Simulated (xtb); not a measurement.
ClIn, triplet, geometry from GFN2-xTB (such geometries of metal compounds can be far from the true shape) (the spin is typed, not shown lowest), atoms displaced at random by about 0.02 Å a coordinate. Base run: GFN2-xTB run with xtb.

The xtb input:
```
$ xtb mol.xyz --gfn 2 --uhf 2 --opt --json

# file mol.xyz
2

In    -0.03017406     0.00022297    -0.62466174
Cl     0.00269368    -0.02671703     1.81434064
```

The base run was repeated with changes; each row names its change, and settings that it needs were set with it.

| change | ΔE vs base (kJ/mol) | optimiser steps |
|---|---|---|
| base | 0.00 | 4 |
| engine = lbfgs | 0.00 | - |
| alpb = dmf | -26.9 | 4 |
| opt level = vtight | 0.00 | 5 |
| opt level = sloppy | 0.20 | 1 |
| alpb = hexane | -14.23 | 4 |
| opt level = tight | 0.00 | 5 |
| opt level = loose | 0.20 | 1 |
| opt level = lax | 0.01 | 3 |
| opt level = extreme | 0.00 | 5 |
